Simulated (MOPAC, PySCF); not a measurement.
[Mo(F)5(OH)], neutral singlet in the gas phase. 

Cartesian coordinates (Å):
```xyz
8

Mo     0.0371     0.0962     0.0540
F     -1.2241     0.4981    -1.2304
F      1.2589     1.0788    -0.9315
F     -1.2815    -0.8521     0.9431
F      0.4575    -1.4128    -0.9346
F     -0.4793     1.6379     0.9415
O      1.2787    -0.3068     1.3296
H      1.9283    -0.5258     2.0177
```
Charge 0, spin multiplicity 1.

All levels are single points at this geometry (TPSS-D3(BJ)/def2-SVP); Pople sets use spherical d functions. Orbital energies aren't observables, and empty levels follow the basis.

BP86/6-31G* (LANL2DZ on Mo) in PySCF gives gap (eV) = 3.68.

Question: Estimate the gap (eV) from each of these levels: B3LYP-D3(BJ)/def2-TZVP in PySCF; PBE-D3(BJ)/def2-TZVP in PySCF; TPSSh-D3(BJ)/def2-TZVP in PySCF; B3LYP/6-311+G** (LANL2DZ on Mo) in PySCF; B3LYP/6-31G* (LANL2DZ on Mo) in PySCF; B3LYP/LANL2DZ in PySCF; M06-2X/6-31G* (LANL2DZ on Mo) in PySCF; SVWN5/6-31G* (LANL2DZ on Mo) in PySCF; HF/6-31G* (LANL2DZ on Mo) in PySCF; AM1 in MOPAC; PM6 in MOPAC; PM7 in MOPAC.

Answer: 
| level | gap (eV) |
|---|---|
| B3LYP-D3(BJ)/def2-TZVP in PySCF | 5.79 |
| PBE-D3(BJ)/def2-TZVP in PySCF | 3.94 |
| TPSSh-D3(BJ)/def2-TZVP in PySCF | 4.98 |
| B3LYP/6-311+G** (LANL2DZ on Mo) in PySCF | 5.37 |
| B3LYP/6-31G* (LANL2DZ on Mo) in PySCF | 5.46 |
| B3LYP/LANL2DZ in PySCF | 5.24 |
| M06-2X/6-31G* (LANL2DZ on Mo) in PySCF | 8.38 |
| SVWN5/6-31G* (LANL2DZ on Mo) in PySCF | 3.73 |
| HF/6-31G* (LANL2DZ on Mo) in PySCF | 13.30 |
| AM1 in MOPAC | 11.60 |
| PM6 in MOPAC | 11.67 |
| PM7 in MOPAC | 12.29 |
